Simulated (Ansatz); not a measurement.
Total energies of C2H2ClIn (`C#[C][InH][Cl]`).

```xyz
6

C    -1.241    0.324    1.540
C    -0.530    0.069    0.597
In    0.668   -0.400   -1.026
Cl    2.364    1.156   -1.379
H    -1.864    0.558    2.374
H     0.603   -1.706   -2.105
```

Total charge 0; spin multiplicity 1. Correlated methods include outer-core shells of In, which these sets cover unevenly. In: def2 effective core potential. Geometry: relaxed with PBE0-D4/def2-TZVP. Basis def2-TZVPP, Ansatz 0.2.0.

RPA on PBE orbitals: Hartree–Fock energy of these orbitals -725.58678 Eh, correlation -1.18422 Eh (frozen core).

| functional | energy without D4 (Eh) | D4 term (kJ/mol) |
| --- | --- | --- |
| LDA (SPW92) | -725.23025 | – |
| PBE | -727.47091 | -12.4 |
| revPBE | -727.70760 | -30.4 |
| BLYP | -727.68922 | -26.2 |
| r2SCAN | -727.75570 | -2.9 |
| B97M-V | -727.65135 | – |
| PBE0 | -727.51235 | -10.7 |
| B3LYP | -727.84881 | -20.3 |
| r2SCANh | -727.73612 | -3.2 |
| r2SCAN0 | -727.70792 | -3.6 |
| HSE06 (plane-wave form) | -727.49885 | -10.2 |
| BHLYP | -727.63769 | -18.7 |
| CAM-B3LYP | -727.71184 | -11.2 |
| LC-ωPBE | -727.60310 | – |
| ωB97X-V | -727.65116 | – |
| ωB97M-V | -727.66152 | – |
| B2PLYP | -727.35565 | – |
| PBE-QIDH | -727.21340 | – |

B3LYP takes the VWN-RPA correlation (the form of Gaussian; ORCA's B3LYP/G). HSE06 is the plane-wave form, built on full-range PBE exchange. The double hybrids freeze the cores in their second-order part.

LC-ωPBE has ω = 0.4 bohr⁻¹.
